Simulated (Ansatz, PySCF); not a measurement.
Molecule: Ga2O, net charge 0, singlet state. 
Structure (B3LYP-D3(BJ)/def2-TZVP (Ansatz, a program for electronic structure) minimum search):
```xyz
3

Ga     0.0000     0.0000    -1.8134
O      0.0000     0.0000     0.0000
Ga     0.0000     0.0000     1.8134
```

Quantity: atomisation energy (electronic, to ground-state atoms), in kcal/mol. Valence correlation only, unless marked. UHF or UKS for open shells. No spin-orbit coupling. The frozen core is the preceding noble-gas configuration, with the filled d and f shells of earlier blocks. Non-relativistic. The coupled-cluster limit lacks core correlation, which all-electron functionals hold. CBS marks a two-point X^-3 extrapolation of the correlation energy; Hartree-Fock from the larger set.

```json
[
 {"level": "BP86-D4/def2-TZVPD", "program": "PySCF + dftd4", "atomisation energy (kcal/mol)": "223.7"},
 {"level": "TPSS/def2-TZVPD", "program": "PySCF", "atomisation energy (kcal/mol)": "214.5"},
 {"level": "M06-L-D4/def2-TZVPD", "program": "PySCF + dftd4", "atomisation energy (kcal/mol)": "217.3"},
 {"level": "PBE0-D3(BJ)/def2-TZVP", "program": "Ansatz + dftd3", "atomisation energy (kcal/mol)": "___"},
 {"level": "PBE0-D4/def2-TZVPD", "program": "Ansatz + dftd4", "atomisation energy (kcal/mol)": "211.2"},
 {"level": "TPSSh/def2-TZVPD", "program": "PySCF", "atomisation energy (kcal/mol)": "210.2"},
 {"level": "HSE06-D4/def2-TZVPD", "program": "Ansatz + dftd4", "atomisation energy (kcal/mol)": "211.2"},
 {"level": "wB97X-V/def2-TZVPD", "program": "Ansatz", "atomisation energy (kcal/mol)": "___"},
 {"level": "SCS-MP2/6-31G", "program": "Ansatz", "atomisation energy (kcal/mol)": "201.1"},
 {"level": "SCS-MP2/cc-pVQZ", "program": "Ansatz", "atomisation energy (kcal/mol)": "221.0"},
 {"level": "CCSD(T)/CBS(aug-cc-pVTZ,aug-cc-pVQZ)", "program": "Ansatz", "atomisation energy (kcal/mol)": "216.8"}
]
```

Question: Fill in the missing entries.

Answer: 
- PBE0-D3(BJ)/def2-TZVP, atomisation energy (kcal/mol): 210.5
- wB97X-V/def2-TZVPD, atomisation energy (kcal/mol): 216.5
